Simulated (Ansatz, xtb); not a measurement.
## A geometry optimisation of CH4CuGaSi with r2SCAN-D4/def2-SVP

The starting geometry of this gas-phase singlet was built from a drawn formula by distance geometry; its bonds are those of `C=[Si]([Cu])[GaH2]`.

```xyz
8

C    -2.6753    0.6479   -2.2559
Cu   -1.1201   -0.8218    0.6885
Ga   -0.1849    2.6487   -1.2791
Si   -1.1838    0.5869   -1.5167
H    -2.7932    1.2170   -3.2219
H    -3.5116    0.1488   -1.8528
H     0.3985    3.7032   -2.2404
H     0.9918    3.0410   -0.1026
```

Problem. Predict what it relaxes into with r2SCAN-D4/def2-SVP.

Solution. It keeps its bonds, and is `C=[Si]([Cu])[GaH2]`. Distances that change by over a tenth: Cu2–Si4 (2.62 → 2.18 Å).

The energy falls by 1.64 eV over 12 steps:

```json
{"step": "1", "E − E(last) (eV)": "1.635"}
{"step": "2", "E − E(last) (eV)": "0.474"}
{"step": "3", "E − E(last) (eV)": "0.210"}
{"step": "5", "E − E(last) (eV)": "0.032"}
{"step": "6", "E − E(last) (eV)": "0.020"}
{"step": "7", "E − E(last) (eV)": "0.009"}
{"step": "8", "E − E(last) (eV)": "0.003"}
{"step": "10", "E − E(last) (eV)": "0.000"}
{"step": "11", "E − E(last) (eV)": "0.000"}
{"step": "12", "E − E(last) (eV)": "0.000"}
```

Final geometry (Å):

```yaml
atoms:
  - { symbol: C, position_ang: [-2.5882, 0.6910, -2.2311] }
  - { symbol: Cu, position_ang: [-1.2596, -0.7558, 0.6219] }
  - { symbol: Ga, position_ang: [0.0623, 2.6111, -1.2168] }
  - { symbol: Si, position_ang: [-1.3830, 0.7399, -0.9659] }
  - { symbol: H, position_ang: [-2.6159, 1.4628, -3.0120] }
  - { symbol: H, position_ang: [-3.3640, -0.0781, -2.3273] }
  - { symbol: H, position_ang: [-0.1680, 3.5848, -2.4304] }
  - { symbol: H, position_ang: [1.2379, 2.9161, -0.2193] }
```

From the same start GFN2-xTB ends elsewhere, differing in Cu2–H8 (1.55 against 4.52 Å here), Ga3–Si4 (3.00 against 2.38 Å here), Ga3–H8 (4.86 against 1.57 Å here).

The end wasn't checked by frequencies. Run with Ansatz 0.2.0, 24 s on 2 threads of Intel(R) Xeon(R) 6975P-C (Granite Rapids) (shared host).
